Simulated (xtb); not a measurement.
C2H3N, charge -1, doublet, at a GFN2-xTB geometry (a state made from the parent by changing its charge; the spin is typed, not shown lowest); GFN2-xTB run with xtb 6.7.1.

Input for xtb:
```
$ xtb mol.xyz --gfn 2 --chrg -1 --uhf 1 --json

# file mol.xyz
6

C     -1.14762513     0.02603731     0.00494983
C      0.34331707    -0.39971770     0.11496049
N      1.35031630     0.27156055    -0.09560609
H     -1.65947905    -0.62089377    -0.72103085
H     -1.64071404    -0.11653138     0.97659776
H     -1.32617261     1.07858365    -0.30578618
```

What the program printed (banner, timings and long lists left out):

```
   ID    Z sym.   atoms
    1    6 C      1, 2
    2    7 N      3
    3    1 H      4-6

           -------------------------------------------------
          |                Calculation Setup                |
           -------------------------------------------------

           -------------------------------------------------
          |                 G F N 2 - x T B                 |
           -------------------------------------------------

          ...................................................
          :                      SETUP                      :
          :.................................................:
          :  # basis functions                  15          :
          :  # atomic orbitals                  15          :
          :  # shells                            9          :
          :  # electrons                        17          :
          :  max. iterations                   250          :
          :  Hamiltonian                  GFN2-xTB          :
          :  restarted?                      false          :
          :  GBSA solvation                  false          :
          :  PC potential                    false          :
          :  electronic temp.          300.0000000     K    :
          :  accuracy                    1.0000000          :
          :  -> integral cutoff          0.2500000E+02      :
          :  -> integral neglect         0.1000000E-07      :
          :  -> SCF convergence          0.1000000E-05 Eh   :
          :  -> wf. convergence          0.1000000E-03 e    :
          :  Broyden damping             0.4000000          :
          :  net charge                         -1          :
          :  unpaired electrons                  1          :
          ...................................................

 iter      E             dE          RMSdq      gap      omega  full diag
   1     -8.8476132 -0.884761E+01  0.470E+00    1.63       0.0  T
   2     -8.8735071 -0.258938E-01  0.272E+00    1.75       1.0  T
   3     -8.8711737  0.233335E-02  0.158E+00    1.64       1.0  T
   4     -8.8729305 -0.175675E-02  0.106E+00    1.69       1.0  T
   5     -8.8774237 -0.449324E-02  0.169E-01    1.66       1.0  T
   6     -8.8774159  0.782205E-05  0.531E-02    1.67       1.0  T
   7     -8.8774318 -0.159062E-04  0.909E-03    1.67       4.5  T
   8     -8.8774319 -0.731246E-07  0.136E-03    1.67      30.1  T
   9     -8.8774319  0.237240E-08  0.807E-04    1.67      50.6  T
  10     -8.8774319 -0.349869E-08  0.112E-04    1.67     364.5  T

   *** convergence criteria satisfied after 10 iterations ***

         :::::::::::::::::::::::::::::::::::::::::::::::::::::
         ::                     SUMMARY                     ::
         :::::::::::::::::::::::::::::::::::::::::::::::::::::
         :: total energy              -8.763269208146 Eh    ::
         :: gradient norm              0.000066534802 Eh/a0 ::
         :: HOMO-LUMO gap              1.668586723272 eV    ::
         ::.................................................::
         :: SCC energy                -8.877431772038 Eh    ::
         :: -> isotropic ES            0.169028194443 Eh    ::
         :: -> anisotropic ES          0.010241318095 Eh    ::
         :: -> anisotropic XC          0.009467089103 Eh    ::
         :: -> dispersion             -0.002534810658 Eh    ::
         :: repulsion energy           0.114162563893 Eh    ::
         :: add. restraining           0.000000000000 Eh    ::
         :: total charge              -1.000000000000 e     ::
         :::::::::::::::::::::::::::::::::::::::::::::::::::::

           -------------------------------------------------
          |                Property Printout                |
           -------------------------------------------------

    * Orbital Energies and Occupations

         #    Occupation            Energy/Eh            Energy/eV
      -------------------------------------------------------------
         1        2.0000           -0.3773890             -10.2693
         2        2.0000           -0.3069832              -8.3534
         3        2.0000           -0.2746606              -7.4739
         4        2.0000           -0.2710605              -7.3759
         5        2.0000           -0.2380928              -6.4788
         6        2.0000           -0.1424702              -3.8768
         7        2.0000           -0.1254768              -3.4144
         8        2.0000           -0.0847165              -2.3053
         9        1.0000            0.0373614               1.0167 (HOMO)
        10                          0.0986808               2.6852 (LUMO)
        11                          0.3437422               9.3537
        12                          0.3826777              10.4132
        13                          0.4013658              10.9217
        14                          0.4042446              11.0001
        15                          0.9456520              25.7325
      -------------------------------------------------------------
                  HL-Gap            0.0613194 Eh            1.6686 eV
             Fermi-level            0.0221717 Eh            0.6033 eV

     #   Z          covCN         q      C6AA      α(0)
     1   6 C        3.741    -0.056    21.660     6.640
     2   6 C        1.882    -0.151    35.417     9.612
     3   7 N        0.911    -0.607    36.799     8.773
     4   1 H        0.923    -0.060     4.353     3.263
     5   1 H        0.923    -0.060     4.353     3.263
     6   1 H        0.921    -0.065     4.487     3.313

 Mol. C6AA /au·bohr⁶  :        525.567292
 Mol. C8AA /au·bohr⁸  :      11497.693043
 Mol. α(0) /au        :         34.863769

Wiberg/Mayer (AO) data.
largest (>0.10) Wiberg bond orders for each atom

 ---------------------------------------------------------------------------
     #   Z sym  total        # sym  WBO       # sym  WBO       # sym  WBO
 ---------------------------------------------------------------------------
     1   6 C    3.924 --     4 H    0.981     5 H    0.981     6 H    0.968
                             2 C    0.925
     2   6 C    3.412 --     3 N    2.468     1 C    0.925
     3   7 N    2.575 --     2 C    2.468
     4   1 H    0.996 --     1 C    0.981
     5   1 H    0.996 --     1 C    0.981
     6   1 H    0.995 --     1 C    0.968
 ---------------------------------------------------------------------------

Topologies differ in total number of bonds
Writing topology from bond orders to xtbtopo.mol

molecular dipole:
                 x           y           z       tot (Debye)
 q only:       -0.986      -0.249       0.085
   full:       -1.672      -0.111       0.051       4.262
molecular quadrupole (traceless):
                xx          xy          yy          xz          yz          zz
 q only:       -5.377      -0.967       2.511       0.379       0.129       2.867
  q+dip:       -5.556      -0.888       2.470       0.360       0.213       3.086
   full:       -6.206      -1.239       2.305       0.482       0.537       3.902

           -------------------------------------------------
          | TOTAL ENERGY               -8.763269208146 Eh   |
          | GRADIENT NORM               0.000066534802 Eh/α |
          | HOMO-LUMO GAP               1.668586723272 eV   |
           -------------------------------------------------

normal termination of xtb
```
